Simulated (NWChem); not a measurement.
System: RbF; SMILES [F][Rb]

Here is an NWChem input.

```
start job
memory heap 200 mb stack 900 mb global 1100 mb
geometry units angstroms noautosym nocenter noautoz
  Rb     0.000000     0.000000    -0.499970
  F      0.000000     0.000000     1.839304
end
basis spherical
  * library def2-svp
end
ecp
  Rb library def2-ecp
end
dft
  xc xwpbe 1.00 cpbe96 1.0 hfexch 1.00
  cam 0.6 cam_alpha 0.0 cam_beta 1.0
  iterations 150
  vectors input atomic output neutral.movecs
end
task dft energy
charge 1
dft
  odft
  mult 2
  vectors input atomic output cation.movecs
end
task dft energy
```

Geometry: optimised at PBE0-D3(BJ)/def2-TZVP. def2 effective core potentials on Rb; no spin-orbit coupling.

Ions are spin-unrestricted doublets at the neutral geometry; other ion states weren't tried. Functional: LC-ωPBE (HJS hole) with def2-SVP; the question gives the range parameter ω in 1/bohr.

Problem. Predict the main results of this run. (LC-wPBE (HJS exchange hole, range parameter 0.6 per bohr)/def2-SVP with def2 effective core potentials on Rb, vertical spin-unrestricted ions.) Quantities: vertical ionisation energy, ΔSCF (eV); −ε(HOMO) (eV).

Solution. 
```yaml
vertical ionisation energy, ΔSCF (eV): 8.81
"−ε(HOMO) (eV)": 9.28
```
